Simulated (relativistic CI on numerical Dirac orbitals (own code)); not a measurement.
## Cr4+ (3d2) in a crystal field

Calculated by Dirac-Coulomb-Breit CI, orbitals from a KLI potential per configuration, QED by a radiative potential, valence Slater integrals scaled by 0.8, one configuration in a parametric crystal field (own radial code).

Field parameters in Wybourne normalisation: Oh B⁴₀ = 21Dq, B⁴₄ = √(5/14) B⁴₀. The field is a parameter set, without covalency.

S is read from ⟨S²⟩ = S(S + 1).

Levels (cm⁻¹, degeneracy): 0 (2), 10 (3), 414 (3), 610 (1), 14321 (3), 14582 (2), 23088 (1), 23175 (3), 23319 (3), 23320 (2), 31037 (1), 36130 (1).

(1) Which field gives this pattern?
A. Oh, 10Dq = 29000 cm⁻¹
B. Oh, 10Dq = 5000 cm⁻¹
C. Oh, 10Dq = 25000 cm⁻¹
D. Oh, 10Dq = 13000 cm⁻¹

Answers

(1) C. Oh, 10Dq = 25000 cm⁻¹, ground level with S = 1.00.
